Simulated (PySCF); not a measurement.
Molfile (atoms numbered from 1):
```
C3H6ClFO2S
     RDKit          3D

 14 13  0  0  0  0  0  0  0  0999 V2000
   -0.2340    1.4658   -0.2245 C   0  0  0  0  0  0  0  0  0  0  0  0
   -0.2003   -0.0364   -0.3958 C   0  0  2  0  0  0  0  0  0  0  0  0
   -1.1351   -0.8020    0.5297 C   0  0  0  0  0  0  0  0  0  0  0  0
   -2.4127   -0.3798    0.2802 F   0  0  0  0  0  0  0  0  0  0  0  0
    1.4765   -0.6899   -0.2841 S   0  0  0  0  0  6  0  0  0  0  0  0
    2.3495    0.0997   -1.1231 O   0  0  0  0  0  0  0  0  0  0  0  0
    1.4314   -2.1345   -0.3674 O   0  0  0  0  0  0  0  0  0  0  0  0
    1.9532   -0.2116    1.7101 Cl  0  0  0  0  0  0  0  0  0  0  0  0
    0.4118    1.9621   -0.9604 H   0  0  0  0  0  0  0  0  0  0  0  0
    0.0889    1.7539    0.7866 H   0  0  0  0  0  0  0  0  0  0  0  0
   -1.2695    1.8034   -0.3695 H   0  0  0  0  0  0  0  0  0  0  0  0
   -0.4340   -0.3142   -1.4404 H   0  0  0  0  0  0  0  0  0  0  0  0
   -0.8842   -0.5977    1.5835 H   0  0  0  0  0  0  0  0  0  0  0  0
   -1.0617   -1.8844    0.3444 H   0  0  0  0  0  0  0  0  0  0  0  0
  1  2  1  0
  2  3  1  0
  3  4  1  0
  2  5  1  0
  5  6  2  0
  5  7  2  0
  5  8  1  0
  1  9  1  0
  1 10  1  0
  1 11  1  0
  2 12  1  6
  3 13  1  0
  3 14  1  0
M  END
```

Geometry: PBE0-D3(BJ)/def2-SVP; GIAO shifts from PySCF, gas phase, non-relativistic, averaged over equivalent atoms.

At B97-2/pcSseg-1 (180 basis functions, 19 s wall time on 1 thread of an Arm Neoverse V2, shared host):
```tsv
atoms	δ (ppm)
C3	80.9
C2	72.7
C1	13.0
F4	-253.0
S5	370.3
O7	327.3
O6	323.7
Cl8	589.7
H14	4.91
H13	4.37
H12	3.37
H9/H10/H11	1.65
```

δ = σ(ref) − σ, references computed at the same level: TMS for ¹³C (σ = 183.69 ppm) and ¹H (σ = 31.38 ppm); ¹⁹F (σ = 178.12 ppm) vs CFCl3; ³³S (σ = 499.83 ppm) against CS2; H2O for ¹⁷O (σ = 331.62 ppm); ³⁵Cl (σ = 937.79 ppm) against HCl.

Predict the values at PBE0/pcSseg-1 on the same geometry.

Answers


| atoms | δ at PBE0/pcSseg-1 | change |
| --- | --- | --- |
| C3 | 81.6 | +0.7 |
| C2 | 73.7 | +1.0 |
| C1 | 12.5 | -0.5 |
| F4 | -256.9 | -3.9 |
| S5 | 371.4 | +1.1 |
| O7 | 333.4 | +6.1 |
| O6 | 329.7 | +6.0 |
| Cl8 | 594.4 | +4.7 |
| H14 | 4.92 | +0.01 |
| H13 | 4.36 | -0.01 |
| H12 | 3.36 | -0.01 |
| H9/H10/H11 | 1.63 | -0.02 |

Chemical shifts δ = σref − σ; ¹³C (σref 184.41) and ¹H (σref 31.27) vs TMS; ¹⁹F (σref 177.25) against CFCl3; ³³S (σref 495.66) against CS2; H2O for ¹⁷O (σref 334.56); ³⁵Cl (σref 943.27) vs HCl, all at this level.

The largest change is at O7 (S=O oxygen). Cost: 180 basis functions, 21 s wall time on 1 thread of an Arm Neoverse V2, shared host. The order of the carbon signals is the same at both levels.

Unscaled 19F shifts against computed CFCl3 carry errors that often reach 10 to 50 ppm. Unscaled 17O shifts of doubly bonded oxygen tend to come out too high, by tens of ppm or more. Experimental scales use liquid or dissolved standards, which lie at an offset from isolated H2O (liquid H2O: subtract about 36 ppm).
